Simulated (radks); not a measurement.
Question: The mean radii <r> (bohr) of the occupied orbitals of an atom or ion are listed with their occupations. Method: Dirac Kohn-Sham, PBE, spin-unpolarised, spherical densities, finite nucleus; Fermi nuclear charge, rms radius of each element as measured or else 0.836 A^(1/3) + 0.57 fm; computed with a radial shooting solver on a logarithmic mesh with Libxc functionals.

orbital  occ.      <r>
1s1/2       2  0.04408
2s1/2       2   0.1957
2p1/2       2   0.1685
2p3/2       4   0.1723
3s1/2       2   0.5736
3p1/2       2   0.5819
3p3/2       4   0.5924
3d3/2       4   0.6240
3d5/2       6   0.6282
4s1/2       2    1.640
4p1/2       1    1.866

Name the element and its charge. Open shells, if any, fill j = l - 1/2 first.

Answer: Z = 34, selenium, charge +3: Se3+ in [Ar] 3d10 4s2 4p1. The 1s radius gives Z: for a bare nucleus <r> = (2 gamma + 1)/(2Z) with gamma = sqrt(1 - (Z/c)^2), 0.0432 bohr for Z = 34, and screening makes it slightly larger (0.04408 here). The occupations add up to 31, and the charge is Z minus that.
